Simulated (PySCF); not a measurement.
**From computed data to an observable: entropy of an ideal gas**

pyrazole (C₃H₄N₂), SMILES c1[nH]ncc1.

Coordinates come from a PBE-D3(BJ)/def2-SVP optimisation.

PBE-D3(BJ)/def2-SVP (PySCF) gives the harmonic wavenumbers 563, 623, 685, 724, 811, 866, 891, 911, 1017, 1024, 1122, 1173, 1247, 1353, 1409, 1449, 1526, 3173, 3191, 3209, 3564 cm⁻¹ and the rotational temperatures 0.4577, 0.4467, 0.2261 K. The molar mass is 68.08 g/mol, the symmetry number 1, the spin multiplicity 1.

**Question.** Work out the entropy at 298.15 K and 1 atm in the rigid-rotor, harmonic-oscillator model.

**Answer.** 
Translation (Sackur–Tetrode at 1 atm): S = R[1.5 ln M + 2.5 ln T − 1.16487] = 161.4 J/(mol K).
Rotation: q = (√π/σ) T^1.5/√(θA θB θC) = 42400, S = R[ln q + 3/2] = 101.1 J/(mol K).
Vibration: with u = 1.4388 ν/T, each mode gives R[u/(e^u − 1) − ln(1 − e^−u)]:
```
ν (cm⁻¹)  modes     u  S (J/(mol K))
--------  -----  ----  -------------
563           1  2.72           2.17
623           1  3.01           1.72
685           1  3.31           1.36
724           1  3.49           1.17
811           1  3.91           0.83
866           1  4.18           0.67
891           1  4.30           0.61
911           1  4.40           0.56
1017          1  4.91           0.37
1024          1  4.94           0.36
1122          1  5.41           0.24
1173          1  5.66           0.19
1247          1  6.02           0.14
1353          1  6.53           0.09
1409          1  6.80           0.07
1449          1  6.99           0.06
1526          1  7.36           0.04
```
The stiffer modes add less than 0.005 each. Sum 10.6 J/(mol K).
Spin: R ln 1 = 0.0 J/(mol K).
Total 273.1 J/(mol K); the program's own thermochemistry gives 273.1. Translation makes up 59 % and vibration 4 %. Anharmonicity, hindered rotation and orbital degeneracy are left out.
